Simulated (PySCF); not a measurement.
CH4BrFOSi, SMILES C[Si](O)(F)Br. Geometry: PBE-D3(BJ)/def2-SVP. The values are those of a single conformer.

Computed equilibrium geometry at PBE-D3(BJ)/def2-SVP (PySCF confirms it by a frequency run) as bond lengths and angles (one conformer of several):
Atoms: C1 Si2 O3 F4 Br5 H6 H7 H8 H9. Bonded distances (Å): C1–Si2 1.852, C1–H6 1.107, C1–H7 1.107, C1–H8 1.109, Si2–O3 1.660, Si2–F4 1.636, Si2–Br5 2.240, O3–H9 0.974. Angles (°): Si2–C1–H6 110.4, Si2–C1–H7 110.4, Si2–C1–H8 110.0, H6–C1–H7 108.6, H6–C1–H8 108.7, H7–C1–H8 108.8, C1–Si2–O3 109.2, C1–Si2–F4 110.4, C1–Si2–Br5 111.7, O3–Si2–F4 109.7, O3–Si2–Br5 110.5, F4–Si2–Br5 105.4, Si2–O3–H9 116.1.
Charge 0, spin multiplicity 1.
